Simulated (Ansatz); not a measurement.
Isolated molecules relaxed with PBE0-D4/def2-TZVP in Ansatz; ΔE leaves out vibrations. CCSD(T)/CBS is the MP2 limit (def2-TZVPP, def2-QZVPP) plus CCSD(T) − MP2 in def2-TZVPP, frozen cores. Functionals use def2-TZVPP. HSE06 is defined as in plane-wave codes. def2 core potentials past Kr. For I, Sn outer-core shells are correlated without core-valence functions, which leaves a few kJ/mol of doubt a bond. One conformer a species, not always the lowest.

`[Cl][SnH2][I]` + silanol → `[SiH3][O][SnH2][Cl]` + HI  (ligand exchange at the Sn–I bond)

CCSD(T)/CBS gives +70.6 kJ/mol.

(1) Another level gave +52.1 kJ/mol. Which?
A. MP2/def2-TZVPP
B. HSE06/def2-TZVPP
C. RPA@PBE/def2-TZVPP
D. r2SCAN0-D4/def2-TZVPP

Largest T1 diagnostic among the species: 0.013.

Results:

(1) C. RPA@PBE/def2-TZVPP 52.1, MP2/def2-TZVPP 68.7, r2SCAN0-D4 75.6, HSE06 80.5 kJ/mol.

The D4 term adds −3.5 kJ/mol with B3LYP and −2.2 kJ/mol with PBE0; it sums over pairs of atoms, weighted by their polarisabilities, and B3LYP, whose exchange is more repulsive, gets the larger term. At CCSD(T), def2-SVP lies −12.1 kJ/mol from the extrapolated value and def2-TZVPP −10.8 kJ/mol. From r2SCAN to r2SCAN0 (25 % exact exchange), in def2-TZVPP and without D4, ΔE moves by +5.1 kJ/mol.

B3LYP here is the variant with VWN-RPA as its local correlation; programs differ in this.
